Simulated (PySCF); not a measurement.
# Electronic structure of Pb (lead, neutral) at the r2SCAN level

Configuration: [Xe] 4f14 5d10 6s2 6p2, high-spin 3P determinant. Calculation: PySCF 2.14, in cc-pVDZ-PP with ECP60MDF (4s3p2d, 23 functions); scalar relativity through the core potential.

```json
{"Total energy": "-192.9218 hartree", "One-electron energy": "-336.0483 hartree", "Hartree (Coulomb) energy": "159.2430 hartree", "Exchange-correlation energy": "-16.1166 hartree", "⟨S²⟩": "2.0047", "⟨L²⟩": "2.007", "Sum of ⟨r⟩": "32.22 bohr", "Sum of ⟨r²⟩": "65.23 bohr²", "Traceless quadrupole moment −½Σ⟨3z² − r²⟩ along its main axis": "4.84 e·bohr²", "Time after the integrals": "0.51 s of wall time on 1 thread of Neoverse-V2 (shared host)"}
```

```json
{"shell": "5s α", "electrons": "1", "mean orbital energy (eV)": "-147.99", "spread (eV)": "0", "rms radius, mean of both spins (bohr)": "0.920"}
{"shell": "5s β", "electrons": "1", "mean orbital energy (eV)": "-147.91", "spread (eV)": "0", "rms radius, mean of both spins (bohr)": "0.920"}
{"shell": "5p α", "electrons": "3", "mean orbital energy (eV)": "-89.190", "spread (eV)": "0.371", "rms radius, mean of both spins (bohr)": "1.05"}
{"shell": "5p β", "electrons": "3", "mean orbital energy (eV)": "-89.149", "spread (eV)": "0.434", "rms radius, mean of both spins (bohr)": "1.05"}
{"shell": "5d α", "electrons": "5", "mean orbital energy (eV)": "-21.740", "spread (eV)": "0.406", "rms radius, mean of both spins (bohr)": "1.42"}
{"shell": "5d β", "electrons": "5", "mean orbital energy (eV)": "-21.580", "spread (eV)": "0.570", "rms radius, mean of both spins (bohr)": "1.42"}
{"shell": "6s α", "electrons": "1", "mean orbital energy (eV)": "-12.722", "spread (eV)": "0", "rms radius, mean of both spins (bohr)": "2.47"}
{"shell": "6s β", "electrons": "1", "mean orbital energy (eV)": "-11.390", "spread (eV)": "0", "rms radius, mean of both spins (bohr)": "2.47"}
{"shell": "6p α", "electrons": "2", "mean orbital energy (eV)": "-4.157", "spread (eV)": "0", "rms radius, mean of both spins (bohr)": "3.51"}
```

Energies and moments cover only the electrons outside the core potential. Spin-orbit coupling is strong in this species (close to jj coupling), so the high-spin LS determinant is a model state, not a physical level.
